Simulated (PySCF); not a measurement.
C₅H₆OSSi, SMILES O=Cc1ccc([SiH3])s1 (GFN2-xTB optimised geometry):

```
14

O     -2.532    -2.403     0.001
C     -1.325    -2.443     0.000
C     -0.441    -1.305     0.000
C      0.937    -1.305     0.000
C      1.476    -0.015     0.000
C      0.529     0.980     0.000
Si     0.794     2.843    -0.005
S     -1.060     0.318    -0.001
H     -0.779    -3.409     0.000
H      1.523    -2.207     0.000
H      2.532     0.191     0.000
H      2.239     3.059     0.056
H      0.122     3.409     1.164
H      0.229     3.386    -1.240
```

Level of theory: CAM-B3LYP/def2-TZVP in PySCF.

### Question
What are the frontier orbital energies and the dipole moment?

### Answer
HOMO-2 -9.12 eV, HOMO-1 -9.03 eV, HOMO -8.58 eV, LUMO -1.17 eV, LUMO+1 1.09 eV; dipole moment 3.93 D.

Meta-Löwdin charges at CAM-B3LYP/def2-TZVP: O1 -0.41, C2 0.27, C3 -0.17, C4 -0.12, C5 -0.14, C6 -0.34, Si7 0.53, S8 0.33, H9 0.08, H10 0.13, H11 0.13, H12 -0.09, H13 -0.09, H14 -0.09.
